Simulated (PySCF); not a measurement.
A structure optimised at PBE-D3(BJ)/def2-SVP, used in a PySCF frequency run:

```xyz
4

Cr     0.0556    -0.2744     0.0000
O      0.7819     0.2827     1.2361
O      0.7819     0.2827    -1.2361
F     -1.5382     0.2291     0.0000
```
Charge +1, spin multiplicity 1.

**Question.** Write its SMILES, formula and point group.

**Answer.** [O]=[Cr+](=[O])[F], CrFO2, Cs

**Question.** What are its rotational constants (standard atomic weights)?

**Answer.** 8.9688, 7.0075, 4.4507 GHz
